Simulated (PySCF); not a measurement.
Job file and geometry (Å, from GFN2-xTB) of an NMR shielding run on `CO[Si@@H]1CC[C@@H](CC=O)C1`, C₇H₁₄O₂Si, GIAO PBE0/pcSseg-1 NMR shielding, non-relativistic, gas phase (PySCF); density fitting, a coarse starting grid and PySCF grid level 2 are the driver's defaults:

```
$ OMP_NUM_THREADS=1 python probes_run.py task.json out

{"job": {"kind": "nmr", "xc": "PBE0", "basis": "pcSseg-1"}, "charge": 0, "multiplicity": 1}
C      3.876223    -0.107581     0.196878
O      2.601109    -0.604324     0.477074
Si     1.224181    -0.363115    -0.349390
C      0.329635     1.298787    -0.073943
C     -0.809520     0.948823     0.890935
C     -1.313447    -0.468246     0.595472
C     -2.068704    -0.511366    -0.738300
C     -3.246974     0.412635    -0.736439
O     -3.507252     1.218783    -1.584905
C     -0.093667    -1.389212     0.545093
H      4.576760    -0.572268     0.890902
H      4.167490    -0.348242    -0.827604
H      3.906797     0.976833     0.323114
H      1.409151    -0.659550    -1.776402
H     -0.085415     1.698816    -0.997674
H      0.952180     2.084772     0.351595
H     -1.624970     1.672522     0.821994
H     -0.431240     0.967160     1.915263
H     -2.004997    -0.782577     1.386801
H     -1.405086    -0.262838    -1.565776
H     -2.451807    -1.524201    -0.896041
H     -3.901691     0.290779     0.151878
H      0.230048    -1.625781     1.558203
H     -0.340541    -2.330847     0.061289
```

Question: Write the output of this run.

Answer: 
```
coarse grid: 20080 points
cycle   1  E = -714.1764415222  dE =  1.385e+00  |g| = 1.019e+00  |ddm| = 4.328e+00
cycle   2  E = -713.7179515582  dE =  4.585e-01  |g| = 1.852e+00  |ddm| = 2.635e+00
cycle   3  E = -714.3720346404  dE = -6.541e-01  |g| = 2.374e-01  |ddm| = 1.967e+00
cycle   4  E = -714.3827088733  dE = -1.067e-02  |g| = 9.563e-02  |ddm| = 2.533e-01
cycle   5  E = -714.3843871831  dE = -1.678e-03  |g| = 2.515e-02  |ddm| = 9.006e-02
cycle   6  E = -714.3844993310  dE = -1.121e-04  |g| = 7.827e-03  |ddm| = 2.416e-02
cycle   7  E = -714.3845109862  dE = -1.166e-05  |g| = 1.854e-03  |ddm| = 7.710e-03
cycle   8  E = -714.3845116990  dE = -7.128e-07  |g| = 5.837e-04  |ddm| = 2.363e-03
final grid: 188008 points
cycle   9  E = -714.4663553963  dE = -4.513e-05  |g| = 1.513e-02  |ddm| = 3.864e-02
cycle  10  E = -714.4662660796  dE =  8.932e-05  |g| = 2.636e-02  |ddm| = 2.952e-02
cycle  11  E = -714.4663999387  dE = -1.339e-04  |g| = 3.281e-03  |ddm| = 2.064e-02
cycle  12  E = -714.4664020462  dE = -2.108e-06  |g| = 4.830e-04  |ddm| = 2.572e-03
cycle  13  E = -714.4664020847  dE = -3.841e-08  |g| = 2.215e-04  |ddm| = 6.576e-04
cycle  14  E = -714.4664020941  dE = -9.419e-09  |g| = 4.423e-05  |ddm| = 2.067e-04
cycle  15  E = -714.4664020944  dE = -3.602e-10  |g| = 1.527e-05  |ddm| = 5.350e-05
converged SCF energy = -714.4664020944

GIAO shielding tensors (ppm)
atom      isotropic    diamagn.    paramagn.     s11        s22        s33       span
  0 C      132.536     240.157    -107.621    105.701    106.385    185.522     79.821
  1 O      325.393     398.985     -73.592    269.734    346.949    359.495     89.761
  2 Si     331.325     881.391    -550.065    273.514    335.857    384.605    111.091
  3 C      179.314     256.697     -77.383    173.217    176.142    188.583     15.367
  4 C      153.806     251.163     -97.356    135.066    156.091    170.263     35.197
  5 C      151.166     253.136    -101.970    136.042    155.459    161.996     25.954
  6 C      134.016     252.858    -118.843    105.115    128.011    168.921     63.806
  7 C      -20.459     247.614    -268.073   -116.361    -34.907     89.891    206.252
  8 O     -373.434     397.192    -770.626  -1005.849   -461.734    347.280   1353.129
  9 C      164.628     254.724     -90.096    148.275    155.764    189.846     41.570
 10 H       27.685      26.251       1.434     23.087     25.225     34.745     11.658
 11 H       28.029      26.868       1.161     23.928     25.482     34.678     10.750
 12 H       27.969      28.130      -0.161     23.198     26.148     34.561     11.363
 13 H       26.361      31.127      -4.766     22.583     25.469     31.032      8.449
 14 H       31.268      33.808      -2.540     25.848     29.405     38.551     12.703
 15 H       30.962      32.660      -1.698     26.329     28.284     38.272     11.944
 16 H       30.023      33.583      -3.560     25.146     28.546     36.377     11.231
 17 H       30.106      33.699      -3.593     25.123     28.334     36.860     11.736
 18 H       28.979      34.343      -5.364     25.283     25.759     35.896     10.613
 19 H       30.184      33.546      -3.362     26.882     29.831     33.838      6.955
 20 H       29.723      31.094      -1.371     26.473     27.710     34.987      8.515
 21 H       21.817      27.096      -5.280     18.589     20.285     26.575      7.986
 22 H       30.744      33.411      -2.667     25.982     28.311     37.940     11.958
 23 H       30.947      33.186      -2.239     26.549     29.331     36.961     10.413
```

Question: Turn these shieldings into chemical shifts. Scale: 13C (σ = 186.93 ppm), 29Si (σ = 349.16 ppm), 1H (σ = 31.72 ppm) vs TMS; 17O (σ = 336.08 ppm) against H2O (reference shieldings calculated alike).

Answer: Averaging equivalent atoms: C 7: 207.4; C 0: 54.4; C 6: 52.9; C 5: 35.8; C 4: 33.1; C 9: 22.3; C 3: 7.6; O 8: 709.5; O 1: 10.7; Si 2: 17.8; H 21: 9.90; H 13: 5.36; H 10/11/12: 3.82; H 18: 2.74; H 20: 1.99; H 16: 1.69; H 17: 1.61; H 19: 1.53; H 22: 0.97; H 23: 0.77; H 15: 0.76; H 14: 0.45 ppm. Unscaled 17O shifts of doubly bonded oxygen tend to come out too high, by tens of ppm or more. Experimental scales use liquid or dissolved standards, which lie at an offset from isolated H2O (liquid H2O: subtract about 36 ppm).

Size and cost of the density-fitted run: 247 basis functions, 100 s wall time on 1 thread of an Arm Neoverse N1, shared host; peak memory 1.2 GiB.
